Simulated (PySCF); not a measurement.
**How methods differ on the electron affinity of Hf**

Hf- [Xe] 4f14 5d3 6s2 (4F) → Hf [Xe] 4f14 5d2 6s2 (3F), as a difference of total energies. Computed with PySCF 2.14 in aug-cc-pwCVDZ-PP with ECP60MDF (6s6p5d3f, 70 functions), with a scalar-relativistic core potential. Correlated levels: valence and next inner shell: nothing frozen outside the core potential. The calculations carry no spin-orbit coupling.

```csv
method,electron affinity (eV)
UHF,-1.059
MP2 (valence and next inner shell),-0.739
SCS-MP2 (valence and next inner shell),-1.039
CCSD (valence and next inner shell),-0.440
CCSD(T) (valence and next inner shell),-0.299
```

The configuration of this anion was assumed by filling the next shell in order. It is not the known or likely ground configuration (Ca⁻, Sr⁻ and Ba⁻, for instance, bind a p electron), so these values are not the electron affinity of the element.

A negative affinity means that the anion lies above the atom at that level of theory.

The coupled-cluster amplitudes are large for Hf- (T1 above 0.03 or a double amplitude above 0.15), so a single reference is strained.
